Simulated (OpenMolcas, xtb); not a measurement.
# How methods differ on CH7AlOSi (SMILES [CH3][AlH][O][SiH3])

The species is CH7AlOSi (11 atoms), meant as a singlet with charge 0. SMILES: `[CH3][AlH][O][SiH3]`. The coordinates come from a PBE0-D4/def2-TZVP relaxation. This is one conformer, not always the lowest.

Quantity: the vertical energy of the triplet above the singlet, in eV. The values are calculated.

```tsv
level	kind	program	value (eV)	CPU time (all runs)
GFN0-xTB	semi-empirical	xtb	4.78	under 2 s
GFN1-xTB	semi-empirical	xtb	5.58	under 2 s
HF/cc-pVDZ	Hartree–Fock	OpenMolcas	5.87	21 s
SVWN5/cc-pVDZ	LDA	OpenMolcas	4.89	75 s
PBE/cc-pVDZ	GGA	OpenMolcas	4.85	2.1 min
r2SCAN/cc-pVDZ	meta-GGA	OpenMolcas	5.04	2.7 min
B3LYP/cc-pVDZ	global hybrid	OpenMolcas	5.34	1.9 min
```

The values span 4.78 to 5.87 eV. GFN0-xTB, GFN1-xTB: no spin polarisation, so open shells miss the exchange term that lowers them. A triplet this far above the singlet is often a Rydberg-like or dissociative state; sets without diffuse functions put Rydberg states too high. The upper state's dipole differs much between rows, so they may not all be the same state. CPU times are rough (shared hosts, several kinds of processor and program).
